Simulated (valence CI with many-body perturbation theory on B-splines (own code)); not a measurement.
## Forbidden lines of Re33+

Calculated by valence CI with perturbative core correlation (CI+MBPT): six valence electrons over a frozen Dirac-Fock core [Kr], a basis of 7 s, 7 p, 8 d, 6 f, 4 g, 1 h functions for each j, with the one-electron correlation potential Σ1 (screened to all orders), the two-electron term Σ2, the three-electron term Σ3, Breit, model QED; selected single and double excitations, second order for the rest, scaled by the run's own slope (own B-spline code, finite nucleus).

The last digits are not significant, and no measured levels were compared; by estimate large intervals hold to a few tenths of a per cent, small ones and those within an open d or f shell to about a per cent. Core correlation moves these levels by up to 7700 cm⁻¹, and in measured spectra 5 to 20 % of such shifts remained as error; rates that hang on mixing are uncertain with them. Among the levels kept, up to 760 cm⁻¹ of a level comes from second order outside the variational space, and about a tenth of that is noise between levels of different J, which matters for small intervals. Only levels of the ground parity were solved; by the run's estimate the other parity begins above the list, which can be wrong where configurations are misplaced.

Lines 51 to 100 of 118 in falling wavelength, among levels below 81.442 eV, chosen from the decays that carry over 1 % of a level's rate. Wavelengths and rates use the calculated energies. Electric multipoles are in the length gauge, E1 and E2 with the static RPA response of the core. Weak lines are less certain than strong ones. Lines between different terms over intervals too small for the method are left out, as are lines whose strength nearly cancels. The highest levels of a list are the least certain.

Levels are named by their leading jj configuration (3d3/2^4 stands for four electrons in 3d with j = 3/2), which in mixed levels can hold well under half, so a name can repeat and another be missing. Letters in brackets count levels of one name in rising energy.

| λ vac (nm) | Upper | Lower | Type | A (s⁻¹) | Branch % |
| --- | --- | --- | --- | --- | --- |
| 67.49 | (4d3/2^2 4d5/2^4) J=5 | (4d3/2^3 4d5/2^3) J=5 | M1 | 1.76e+04 | 29.3 |
| 67.46 | (4d3/2^2 4d5/2^4) J=2 [c] | (4d3/2^3 4d5/2^3) J=3 [c] | M1 | 2.97e+04 | 28.3 |
| 65.14 | (4d3/2 4d5/2^5) J=2 | (4d3/2^2 4d5/2^4) J=2 [b] | M1 | 2.57e+04 | 15.8 |
| 64.64 | (4d3/2^3 4d5/2^3) J=2 [a] | (4d3/2^4 4d5/2^2) J=2 | M1 | 3.76e+04 | 99.2 |
| 64.39 | (4d3/2^2 4d5/2^4) J=1 | (4d3/2^3 4d5/2^3) J=2 [a] | M1 | 1.12e+04 | 13.4 |
| 63.60 | (4d3/2 4d5/2^5) J=1 | (4d3/2^2 4d5/2^4) J=0 [a] | M1 | 4.63e+04 | 18.5 |
| 63.59 | (4d3/2^2 4d5/2^4) J=0 [b] | (4d3/2^2 4d5/2^4) J=1 | M1 | 9.11e+03 | 8.7 |
| 63.27 | (4d3/2 4d5/2^5) J=4 | (4d3/2^2 4d5/2^4) J=3 [b] | M1 | 2.64e+04 | 15.2 |
| 63.24 | (4d3/2^2 4d5/2^4) J=2 [c] | (4d3/2^3 4d5/2^3) J=2 [b] | M1 | 3.57e+04 | 34.1 |
| 63.01 | (4d3/2^2 4d5/2^4) J=2 [c] | (4d3/2^3 4d5/2^3) J=1 [b] | M1 | 1.75e+04 | 16.7 |
| 62.98 | (4d3/2^3 4d5/2^3) J=5 | (4d3/2^4 4d5/2^2) J=4 | M1 | 1.19e+04 | 98.7 |
| 62.87 | (4d3/2^2 4d5/2^4) J=6 | (4d3/2^3 4d5/2^3) J=6 | M1 | 2.74e+04 | 69.6 |
| 62.78 | (4d3/2^3 4d5/2^3) J=3 [b] | (4d3/2^4 4d5/2^2) J=2 | M1 | 5.11e+03 | 17.5 |
| 62.45 | (4d3/2 4d5/2^5) J=3 | (4d3/2^2 4d5/2^4) J=4 [b] | M1 | 1.68e+04 | 11.4 |
| 62.41 | (4d3/2^2 4d5/2^4) J=4 [a] | (4d3/2^3 4d5/2^3) J=4 [a] | M1 | 8.93e+04 | 79.4 |
| 62.39 | (4d3/2^2 4d5/2^4) J=4 [b] | (4d3/2^3 4d5/2^3) J=3 [b] | M1 | 1.03e+04 | 17.8 |
| 62.33 | (4d3/2^2 4d5/2^4) J=4 [c] | (4d3/2^3 4d5/2^3) J=3 [c] | M1 | 2.76e+04 | 39.5 |
| 62.15 | (4d3/2^3 4d5/2^3) J=6 | (4d3/2^4 4d5/2^2) J=4 | E2 | 1.40e+00 | 95.9 |
| 62.04 | (4d3/2^2 4d5/2^4) J=6 | (4d3/2^3 4d5/2^3) J=5 | M1 | 1.19e+04 | 30.3 |
| 61.94 | (4d3/2^2 4d5/2^4) J=2 [b] | (4d3/2^3 4d5/2^3) J=3 [b] | M1 | 1.70e+04 | 25.5 |
| 60.88 | (4d3/2 4d5/2^5) J=2 | (4d3/2^2 4d5/2^4) J=1 | M1 | 4.39e+04 | 27.0 |
| 60.23 | (4d3/2^2 4d5/2^4) J=2 [b] | (4d3/2^3 4d5/2^3) J=2 [a] | M1 | 3.08e+04 | 46.3 |
| 59.68 | (4d3/2 4d5/2^5) J=1 | (4d3/2^2 4d5/2^4) J=2 [a] | M1 | 1.92e+05 | 76.7 |
| 59.57 | (4d3/2^2 4d5/2^4) J=4 [c] | (4d3/2^3 4d5/2^3) J=4 [b] | M1 | 2.06e+04 | 29.5 |
| 59.25 | (4d3/2^2 4d5/2^4) J=4 [a] | (4d3/2^3 4d5/2^3) J=3 [a] | M1 | 1.54e+03 | 1.4 |
| 59.20 | (4d3/2^2 4d5/2^4) J=3 [a] | (4d3/2^3 4d5/2^3) J=4 [a] | M1 | 3.66e+04 | 36.2 |
| 57.69 | (4d3/2^2 4d5/2^4) J=5 | (4d3/2^3 4d5/2^3) J=4 [a] | M1 | 3.14e+03 | 5.2 |
| 57.28 | (4d3/2 4d5/2^5) J=4 | (4d3/2^2 4d5/2^4) J=5 | M1 | 5.36e+04 | 30.9 |
| 56.36 | (4d3/2^2 4d5/2^4) J=3 [a] | (4d3/2^3 4d5/2^3) J=3 [a] | M1 | 4.42e+04 | 43.7 |
| 56.18 | (4d3/2 4d5/2^5) J=3 | (4d3/2^2 4d5/2^4) J=3 [b] | M1 | 1.91e+04 | 13.0 |
| 55.86 | (4d3/2 4d5/2^5) J=4 | (4d3/2^2 4d5/2^4) J=3 [a] | M1 | 2.01e+03 | 1.2 |
| 55.23 | (4d3/2^3 4d5/2^3) J=3 [b] | (4d3/2^4 4d5/2^2) J=4 | M1 | 2.29e+04 | 78.2 |
| 54.77 | (4d3/2^2 4d5/2^4) J=4 [b] | (4d3/2^3 4d5/2^3) J=5 | M1 | 3.93e+04 | 68.2 |
| 53.73 | (4d3/2^3 4d5/2^3) J=0 | (4d3/2^4 4d5/2^2) J=2 | E2 | 2.54e+02 | 6.4 |
| 53.28 | (4d3/2 4d5/2^5) J=4 | (4d3/2^2 4d5/2^4) J=4 [a] | M1 | 9.06e+04 | 52.2 |
| 52.67 | (4d3/2^2 4d5/2^4) J=3 [b] | (4d3/2^3 4d5/2^3) J=4 [a] | M1 | 8.36e+03 | 12.3 |
| 52.00 | (4d3/2^2 4d5/2^4) J=1 | (4d3/2^3 4d5/2^3) J=1 [a] | M1 | 3.26e+04 | 39.0 |
| 51.98 | (4d5/2^6) J=0 | (4d3/2 4d5/2^5) J=1 | M1 | 3.32e+05 | 99.0 |
| 51.67 | (4d3/2 4d5/2^5) J=2 | (4d3/2^2 4d5/2^4) J=3 [a] | M1 | 6.18e+04 | 38.1 |
| 51.11 | (4d3/2^2 4d5/2^4) J=2 [c] | (4d3/2^3 4d5/2^3) J=3 [b] | M1 | 4.86e+03 | 4.6 |
| 50.96 | (4d3/2^3 4d5/2^3) J=1 [b] | (4d3/2^4 4d5/2^2) J=2 | M1 | 3.72e+03 | 13.5 |
| 50.81 | (4d3/2^3 4d5/2^3) J=2 [b] | (4d3/2^4 4d5/2^2) J=2 | M1 | 6.92e+03 | 55.3 |
| 50.40 | (4d3/2^2 4d5/2^4) J=3 [b] | (4d3/2^3 4d5/2^3) J=3 [a] | M1 | 7.98e+02 | 1.2 |
| 50.26 | (4d3/2 4d5/2^5) J=3 | (4d3/2^2 4d5/2^4) J=3 [a] | M1 | 5.77e+04 | 39.1 |
| 49.94 | (4d3/2^2 4d5/2^4) J=2 [c] | (4d3/2^3 4d5/2^3) J=2 [a] | M1 | 5.12e+03 | 4.9 |
| 48.38 | (4d3/2^3 4d5/2^3) J=3 [c] | (4d3/2^4 4d5/2^2) J=2 | M1 | 9.59e+03 | 47.7 |
| 48.16 | (4d3/2 4d5/2^5) J=3 | (4d3/2^2 4d5/2^4) J=4 [a] | M1 | 1.27e+04 | 8.6 |
| 46.78 | (4d3/2^2 4d5/2^4) J=2 [d] | (4d3/2^3 4d5/2^3) J=3 [c] | M1 | 1.78e+04 | 26.0 |
| 46.24 | (4d3/2^2 4d5/2^4) J=4 [b] | (4d3/2^3 4d5/2^3) J=3 [a] | M1 | 4.41e+03 | 7.7 |
| 45.99 | (4d3/2^2 4d5/2^4) J=2 [b] | (4d3/2^3 4d5/2^3) J=3 [a] | M1 | 1.26e+04 | 19.0 |
